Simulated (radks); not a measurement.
Neutral molybdenum inside a hard spherical wall (all orbitals vanish at R), configuration held at [Kr] 4d5 5s1 and not refilled when levels cross. Method: scalar-relativistic Kohn-Sham, LDA (Slater exchange, Perdew-Wang correlation), spin-polarised, spherical densities, finite nucleus; open shells are filled with parallel spins first (spin-orbit coupling, left out, can overturn this in heavy ions); Fermi nuclear charge, rms radius 4.4091 fm; computed with a radial shooting solver on a logarithmic mesh with Libxc functionals. Eigenvalues in eV for spin up, with the zero of energy where the potential of the charges vanishes at infinity; a dash marks a level that is unbound or too diffuse for the functional's potential to be trusted. A positive occupied level is held by the wall or, in an anion where self-interaction has pushed it up, behind a barrier. The pressure on the wall is -dE/dV.

| R (bohr) | E (hartree) | kinetic (hartree) | e(4s) | e(4p) | e(5s) | e(4d) | e(5p, empty) | e(6s, empty) | pressure (GPa) |
|---|---|---|---|---|---|---|---|---|---|
| free | -4044.51248 | 4168.895 | -64.908 | -39.183 | -4.833 | -4.670 | -1.413 | -0.019 | 0 |
| 10 | -4044.51207 | 4168.899 | -64.874 | -39.149 | -4.803 | -4.639 | -1.273 | 2.065 | 0.0113 |
| 7 | -4044.49940 | 4168.986 | -64.362 | -38.646 | -4.292 | -4.188 | -0.180 | 7.846 | 0.715 |
| 3 | -4042.47483 | 4176.721 | -48.307 | -23.199 | 28.530 | 12.756 | 42.196 | 122.87 | 857 |
| 2.5 | -4039.64320 | 4186.949 | -37.131 | -11.677 | 62.690 | 27.203 | 81.267 | 210.05 | 3430 |
| 2 | -4030.93076 | 4216.123 | -12.087 | 15.695 | 146.79 | 61.124 | 172.03 | 397.43 | 17800 |
| 1.5 | -3998.17555 | 4311.492 | 63.482 | 99.073 | 387.82 | 157.67 | 419.67 | 875.53 | 131000 |
